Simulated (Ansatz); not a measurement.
**A correction line for wB97M-V/def2-TZVPP: vertical ionisation energy**

The vertical ionisation energy (cation less neutral) in eV of 7 molecular compounds of Si: x at wB97M-V/def2-TZVPP, y at CCSD(T)/def2-TZVPP. Shapes, held fixed at every level: PBE0-D4/def2-TZVP. Flexible molecules stand in one conformer, not always the lowest. Programs: Ansatz 0.2.0.

```
                         molecule  x (eV)  y (eV)
         CH5NOSi (SMILES CO[Si]N)    8.89    8.85
C4H10O2Si (SMILES CC(C)(C)O[Si]O)    9.03    9.00
       CH3ClSSi (SMILES CS[Si]Cl)    9.26       ?
                      Si(NH2)(OH)    9.27    9.21
                       Si(OH)(SH)    9.39    9.37
                        Si(NH2)Cl    9.49    9.43
                         Si(OH)Cl   10.07   10.02
```

Q: Fit y = c + s·x to the known rows and predict y for CH3ClSSi.

A: 
1. Means of the 6 rows: x = 9.3567, y = 9.313.
2. Σ(Δx)² = 0.85973, Σ(Δx·Δy) = 0.84907, so the slope is 0.84907/0.85973 = 0.9876.
3. Intercept: 9.313 − (0.9876) × 9.3567 = 0.072. The largest residual of the fit is 0.024.
4. CH3ClSSi: 0.072 + 0.9876 × 9.26 = 9.22 eV.

CCSD(T)/def2-TZVPP gives 9.20 eV, so the prediction is off by +0.02 eV, within the largest residual. Uncorrected, wB97M-V/def2-TZVPP misses it by +0.06 eV, and the other rows by 0.04 on average. The line removes about 70 % of this miss. Left out in turn, the other rows are missed by 0.02 eV on average, so much of the error is systematic among these molecules. Cations run unrestricted.
